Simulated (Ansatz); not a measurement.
A search over several starts for the lowest SCF solution of K₁₆⁻ at the given spin, in a small basis.

```yaml
crystal:
  periodic: [false, false, false]
  atoms:
    - {symbol: K, position_ang: [4.177462, -3.520775, -2.006457]}
    - {symbol: K, position_ang: [2.352140, 0.128172, -4.239277]}
    - {symbol: K, position_ang: [0.525124, -1.498867, 4.794951]}
    - {symbol: K, position_ang: [0.699859, -1.391214, 0.034852]}
    - {symbol: K, position_ang: [-4.130259, -3.571348, -2.085096]}
    - {symbol: K, position_ang: [2.782215, 2.099260, 3.122397]}
    - {symbol: K, position_ang: [-3.175528, -2.781404, 2.235438]}
    - {symbol: K, position_ang: [-3.550414, 4.391436, -0.608856]}
    - {symbol: K, position_ang: [1.035206, 3.185153, -1.041021]}
    - {symbol: K, position_ang: [-5.729967, 0.272420, -0.057591]}
    - {symbol: K, position_ang: [-0.078205, -3.668109, -4.015155]}
    - {symbol: K, position_ang: [-2.196097, 0.493982, -2.892231]}
    - {symbol: K, position_ang: [-1.964080, 1.544373, 2.402350]}
    - {symbol: K, position_ang: [4.442314, -2.271617, 2.525116]}
    - {symbol: K, position_ang: [-0.226783, 5.741388, 2.542531]}
    - {symbol: K, position_ang: [5.037022, 0.847140, -0.711952]}
basis:
  gaussian: {orbitals: def2-SVP, initial_orbitals: start.molden}
total_charge: -1
magnetization: {spin_polarized: true, initial_magnetization: 1}
hamiltonian: {xc: pbe}
output: {orbitals: {seedname: orbitals}}
```

The file start.molden holds the orbitals of an earlier run on this structure, at another level or in another basis.

```sh
$ ansatz run in.yaml --threads 2 --pin off --events-out ev --progress --plain --max-ram 32768MiB --backend cuda --devices 0, --max-vram 18GiB
```

It prints (some lines left out):

```
Functional definition: PBE
4416 factors; their error is unknown
mean field evaluation 1: about -261071.8420 eV, gradient 4.2e0 eV
mean field evaluation 2: about -261072.0939 eV, gradient 6.7e-1 eV
mean field evaluation 4: about -261071.8553 eV, gradient 1.7e-1 eV
mean field evaluation 8: about -261071.8712 eV, gradient 3.2e-2 eV
mean field evaluation 16: about -261071.8718 eV, gradient 2.3e-5 eV
mean field evaluation 32: about -261071.5451 eV, gradient 2.2e0 eV
mean field evaluation 64: about -261071.8659 eV, gradient 7.2e-2 eV
mean field evaluation 96: about -261071.6588 eV, gradient 5.9e-1 eV
mean field evaluation 128: about -261071.6085 eV, gradient 5.5e-1 eV
mean field -261071.87175373 eV, -9594.2143260792 hartree, gradient 9.5e-6 eV, S^2 0.794372; 11 other end points of the search recorded, 0 dependent functions left out
reference -261071.87183572 eV, -9594.2143290924 hartree; 153, 152 occupied and 231, 232 virtual orbitals, 4416 factors
Total energy: -261071.87183572 eV, -9594.2143290924 hartree
```

Run time 75 s (2 threads of AMD EPYC 7R13 on a shared host and a share (18 GiB) of an NVIDIA H100 80GB HBM3), peak host memory 1.5 GiB.

The structure comes from a short search, and lower isomers may exist.
